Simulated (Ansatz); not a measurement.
The same hydrogenolysis along the group B, Al, Ga, In.

Gas-phase electronic energies from Ansatz, PBE0-D4/def2-TZVP geometries. CCSD(T)/CBS is the MP2 limit (def2-TZVPP, def2-QZVPP) plus CCSD(T) − MP2 in def2-TZVPP, frozen cores. Small cases extrapolate CCSD(T) itself. Functionals use def2-TZVPP. def2 core potentials past Kr. For Ga, In outer-core shells are correlated without core-valence functions, which leaves a few kJ/mol of doubt a bond. Scalar relativity is left out up to krypton. One conformer a species, not always the lowest.

```csv
reaction,MP2/CBS(def2) (kcal/mol),revPBE-D4 (kcal/mol),CCSD(T)/CBS(def2) (kcal/mol)
`NB(S)S` + H₂ → `SBS` + NH₃,17.7,17.2,16.0
`[NH2][Al]([SH])[SH]` + H₂ → `[SH][AlH][SH]` + NH₃,18.0,15.4,16.4
`[NH2][Ga]([SH])[SH]` + H₂ → `[SH][GaH][SH]` + NH₃,6.1,3.0,4.1
`[NH2][In]([SH])[SH]` + H₂ → `[SH][InH][SH]` + NH₃,-0.6,-3.7,-2.7
```

Largest T1 diagnostic: 0.014, for `SBS`.

Extrapolated directly: `[NH2][Al]([SH])[SH]` + H₂ → `[SH][AlH][SH]` + NH₃.
